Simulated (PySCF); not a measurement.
C₆ coefficients of unlike pairs at UHF

Calculated with PySCF 2.14 from the dipole response of each species, C₆(A,B) = (3/π) ∫ α_A(iu) α_B(iu) du, in atomic units, from isotropic polarisabilities. For ions this is the dispersion term alone; charge-induced terms of lower order in 1/R come first.

| species | configuration | basis | relativity | α (bohr³) | C₆ (like pair) |
| --- | --- | --- | --- | --- | --- |
| Ag⁺ | [Kr] 4d10 (1S) | def2-QZVPPD with the def2 core potential (28 electrons) (7s5p4d4f2g) | core potential | 8.672 | 50.37 |
| O⁺ | [He] 2s2 2p3 (4S) | aug-cc-pVQZ with one added diffuse shell each of s, p, d, f, g type (7s6p5d4f3g) | none | 2.634 | 4.966 |
| V³⁺ | [Ar] 3d2 (3F) | aug-cc-pVQZ-DK (9s8p6d4f3g2h) | spin-free X2C | 2.089 | 5.344 |
| Si⁺ | [Ne] 3s2 3p1 (2P) | def2-TZVPPD (6s5p4d1f) | none | 19.70 | 106.3 |

(1) Estimate C₆ for V³⁺ with O⁺.

No spin-orbit coupling is included.

The other pairs:

```json
{"pair": "Si⁺, O⁺", "C₆": "20.39"}
{"pair": "V³⁺, Ag⁺", "C₆": "15.97"}
{"pair": "Si⁺, V³⁺", "C₆": "18.56"}
{"pair": "O⁺, Ag⁺", "C₆": "15.81"}
{"pair": "Si⁺, Ag⁺", "C₆": "65.51"}
```

Answers

(1) The integral gives 5.029. The combination rule 2 C_A C_B / (C_A α_B/α_A + C_B α_A/α_B) gives 4.971 and the geometric mean 5.152.
